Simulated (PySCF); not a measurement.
A structure optimised at PBE-D3(BJ)/def2-TZVP, used in a PySCF frequency run:

```xyz
4

B      0.0000     0.0000    -0.8405
H      0.0000     0.0000    -2.0326
Br     0.0000    -1.6595     0.0891
Br     0.0000     1.6595     0.0891
```
Charge 0, spin multiplicity 1.

Q: Write its SMILES, formula and point group.

A: BrBBr, BBr₂H, C2v

Q: What are its rotational constants (standard atomic weights)?

A: 38.836, 1.1484, 1.1154 GHz
